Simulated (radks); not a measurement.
Results of a calculation; reference values are marked as such.
All-electron atom: Cd43+ in [He] 2s2 2p1.

Code: a radial shooting solver on a logarithmic mesh with Libxc functionals. Model: scalar-relativistic Kohn-Sham, LB94 model potential, spin-polarised, spherical densities, finite nucleus; open shells are filled with parallel spins first (spin-orbit coupling, left out, can overturn this in heavy ions); Fermi nuclear charge, rms radius 4.6087 fm.

Energy parts (hartree):
kinetic: 3348.47179
electron-nucleus: -6618.28793
Hartree: 160.18348
(The LB94 potential has no energy functional, so no total or exchange-correlation energy is given.)

Orbitals (lengths in bohr, moments of r in powers of bohr; r(max) is where P^2 peaks):
orbital,occ.,eigenvalue (hartree),r(max),<r^2>,<1/r>,<r>
1s down,1,-1122.769,0.01965,0.001234,50.81,0.03023
1s up,1,-1122.528,0.01965,0.001235,50.81,0.03024
2s up,1,-265.6500,0.1075,0.01819,12.24,0.1246
2s down,1,-264.6193,0.1075,0.01824,12.22,0.1247
2p up,1,-255.1109,0.08465,0.01383,11.80,0.1070
2p down,0,-254.1640,0.08455,0.01385,11.81,0.1070

The highest occupied level is 2p up at -6941.9 eV. The density falls to 0.001 e/bohr^3 at r = 0.44 bohr. The spin density at the nucleus is 22.11 e/bohr^3 (1s -4.87, 2s 26.97). The electron density at the nucleus is 1.626e+05 e/bohr^3 (large components only). For comparison, the ionisation energy in NIST's Atomic Spectra Database is 7109 eV (semi-empirical). In exact Kohn-Sham theory the highest level is minus the ionisation energy, but local and semilocal functionals leave it too shallow, through self-interaction and a potential that decays too fast; potentials with the right tail come closer. Summed over all electrons, <r^2> = 0.05273 bohr^2, which gives a Langevin (diamagnetic) susceptibility term of -0.0418 x 10^-6 cm^3/mol.
